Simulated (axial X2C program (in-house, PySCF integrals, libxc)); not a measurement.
WP: bond constants with and without spin–orbit coupling

All values were computed with an in-house all-electron X2C program for linear molecules (integrals from PySCF). Spin-free means the one-electron spin-free X2C Hamiltonian; two-component (2c) means X2C with spin–orbit coupling and atomic mean-field two-electron Coulomb and Gaunt terms, so the difference of the two also holds small scalar two-electron terms. Basis: W dyall-v3z [13s14p9d7f2g], P dyall-v3z [8s7p2d1f] (cores contracted in-house); Gaussian nuclei, density fitting, unrestricted open shells. Masses: W 183.951 u, P 30.974 u.

Input file and command:
```json
{
 "zs": [
  74,
  15
 ],
 "q": 0,
 "bas": [
  "dyall-v3z",
  "dyall-v3z"
 ],
 "levels": [
  "PBE0",
  "HF",
  "PBE50",
  "PBEsol"
 ],
 "cc": false,
 "r0": 2.22,
 "npts": 10,
 "nst": 2,
 "ntry": 6
}
```
```bash
python so2c.py task.json out
```

Keys: zs atomic numbers; q charge; bas basis sets; levels methods; cc coupled cluster on or off; r0 starting distance in Å; npts points on the curve; nst determinants followed; ntry starts of the search. HF also brings MP2.

State, spin-free: M_S = 3/2, Λ = 0 (beyond evenly filled blocks: σα, δ+α, δ-α); electrons by block: σα: 18, σβ: 17, π+α: 9, π+β: 9, π-α: 9, π-β: 9, δ+α: 4, δ+β: 3, δ-α: 4, δ-β: 3, φ+α: 1, φ+β: 1, φ-α: 1, φ-β: 1. Fragments: W + P.

State, 2c: Ω = 3/2 (⟨Sz⟩ = 1.49, ⟨Lz⟩ = 0.01 at PBE0); electrons by block: 1/2: 27, -1/2: 26, 3/2: 12, -3/2: 13, 5/2: 5, -5/2: 4, 7/2: 1, -7/2: 1. Fragments: W + P.

```json
{"Hamiltonian": "spin-free", "level": "PBE0", "Re (Å)": "2.116", "ωe (cm⁻¹)": "500.4", "Be (cm⁻¹)": "0.142", "αe (cm⁻¹)": "0.000745", "μ (D)": "-3.72"}
{"Hamiltonian": "spin-free", "level": "HF", "Re (Å)": "2.383", "ωe (cm⁻¹)": "294.8", "Be (cm⁻¹)": "0.112", "αe (cm⁻¹)": "0.000499", "μ (D)": "-4.09"}
{"Hamiltonian": "spin-free", "level": "PBE50", "Re (Å)": "2.133", "ωe (cm⁻¹)": "444.0", "Be (cm⁻¹)": "0.1398", "αe (cm⁻¹)": "0.000861", "μ (D)": "-4.17"}
{"Hamiltonian": "spin-free", "level": "PBEsol", "Re (Å)": "2.108", "ωe (cm⁻¹)": "537.8", "Be (cm⁻¹)": "0.1431", "αe (cm⁻¹)": "0.000539", "μ (D)": "-3.14"}
{"Hamiltonian": "2c", "level": "PBE0", "Re (Å)": "2.118", "ωe (cm⁻¹)": "496.1", "Be (cm⁻¹)": "0.1417", "αe (cm⁻¹)": "0.000748", "μ (D)": "-3.71"}
{"Hamiltonian": "2c", "level": "HF", "Re (Å)": "2.384", "ωe (cm⁻¹)": "294.5", "Be (cm⁻¹)": "0.1119", "αe (cm⁻¹)": "0.000494", "μ (D)": "-4.06"}
{"Hamiltonian": "2c", "level": "PBE50", "Re (Å)": "2.135", "ωe (cm⁻¹)": "441.0", "Be (cm⁻¹)": "0.1395", "αe (cm⁻¹)": "0.000856", "μ (D)": "-4.15"}
{"Hamiltonian": "2c", "level": "PBEsol", "Re (Å)": "2.109", "ωe (cm⁻¹)": "534.4", "Be (cm⁻¹)": "0.1429", "αe (cm⁻¹)": "0.000546", "μ (D)": "-3.13"}
```

Dipoles are positive if P is the positive end.

The state is one determinant whose occupation by symmetry is held fixed; it was picked as the lowest of a PBE0 search that is not exhaustive. De is not given where an atomic determinant may have missed its ground term or J level, or where the truncated virtual space spoils (T). Density functionals use the spin component along the axis (collinear). PBE0 can misorder states that lie within some tenths of an eV, so this need not be the ground state of the molecule. The nearest other spin-free determinant of the search, M_S = 1/2, Λ = 2, lies 0.96 eV up at the distance of the search. The functionals have no current-density term, which raises determinants with orbital currents, atoms included. With several unpaired electrons one determinant need not be a pure state. This is the top spin component of a Σ state; components of lower Ω are not single determinants and can lie lower. The determinant is spin-polarised beyond a pure state at some levels (its spin-free form has ⟨S²⟩ too high), which makes Re and μ there less reliable.

No reliable constants came from MP2 (2c), MP2 (spin-free): no minimum in range, unconverged points, a curve that is not smooth, a change of character along it, or the two Hamiltonians disagreeing along it.

Rough cost a point (2c) on 1 thread(s) of a shared host, integrals apart: PBE0 2.5 s, HF 2.3 s, PBE50 2.7 s, PBEsol 0.9 s.

The whole task took 6.2 min on 1 thread of Arm Neoverse N1, on a shared host.
